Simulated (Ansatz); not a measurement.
TiH₂Cl₂. Charge 0, multiplicity 1. Geometry r2SCAN-D4/def2-TZVP.

```xyz
5

Ti    0.033   -0.048    0.021
H     1.701   -0.047    0.272
H    -0.623   -1.549    0.425
Cl   -0.293    0.238   -2.103
Cl   -0.817    1.406    1.386
```

B3LYP takes the VWN-RPA correlation.

Question: Estimate the orbital energies around the gap (eV) in Ansatz with PBE-D4/def2-SVP, PBE-D4/def2-TZVP, PBE-D4/def2-TZVPD, B97M-V/def2-TZVP, B3LYP-D4/def2-TZVP.

Answer: 
```
orbital  PBE-D4/def2-SVP  PBE-D4/def2-TZVP  PBE-D4/def2-TZVPD  B97M-V/def2-TZVP  B3LYP-D4/def2-TZVP
 HOMO−5            -8.95             -9.09              -9.13             -9.54              -10.18
 HOMO−4            -8.74             -8.90              -8.93             -9.32               -9.94
 HOMO−3            -8.67             -8.82              -8.86             -9.28               -9.89
 HOMO−2            -8.40             -8.55              -8.59             -9.00               -9.59
 HOMO−1            -7.99             -8.07              -8.10             -8.60               -9.35
   HOMO            -7.65             -7.72              -7.75             -8.29               -9.08
   LUMO            -4.49             -4.57              -4.61             -4.45               -3.70
 LUMO+1            -4.29             -4.36              -4.39             -4.25               -3.52
 LUMO+2            -3.76             -3.83              -3.87             -3.84               -3.15
 LUMO+3            -3.05             -3.14              -3.20             -3.29               -2.61
 LUMO+4            -2.84             -2.94              -3.00             -3.20               -2.50
 LUMO+5             0.16              0.17              -0.30              0.26                0.46
```
